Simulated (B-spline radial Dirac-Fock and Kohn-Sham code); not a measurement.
# How the levels of promethium move as electrons are removed

Method: Dirac-Fock (average of configuration) total-energy differences with a finite nucleus, the Breit interaction including its frequency dependence, and self-energy and vacuum-polarisation corrections. Computed with a B-spline atomic structure program. Each ion is free and in its tabulated ground configuration. The model has no electron correlation.

Reference: Pm²³⁺, [Kr] 4d2, with K 45898.9 eV, L1 8147.9 eV, L2 7729.3 eV, M2 2164.3 eV, N1 947.2 eV, Lβ1 (L2-M4) 5985.0 eV. Shifts from it, in eV (a dash: the subshell is empty, belongs to an open shell averaged over j, or its hole state is left out as unreliable):

```csv
ion,configuration,K,L1,L2,M2,N1,Lβ1
Pm²⁴⁺,[Kr] 4d1,?,?,?,?,?,?
Pm²⁵⁺,[Ar] 3d10 4s2 4p6,+108.5,+107.6,+108.1,+99.0,+79.3,+8.55
Pm²⁶⁺,[Ar] 3d10 4s2 4p5,+168.4,+163.3,+164.3,+149.6,+117.4,+13.34
Pm²⁷⁺,[Ar] 3d10 4s2 4p4,+229.4,+219.9,+221.5,+200.8,+155.9,+18.33
```

Question: Give the missing shifts for Pm²⁴⁺.

Answer: K +53.7, L1 +53.2, L2 +53.5, M2 +49.0, N1 +39.4, Lβ1 +4.16 (eV).

Over this range K (1s) moves by +229.4 eV and Lβ1 by +18.3 eV: a line is a difference of two levels that shift in the same direction.
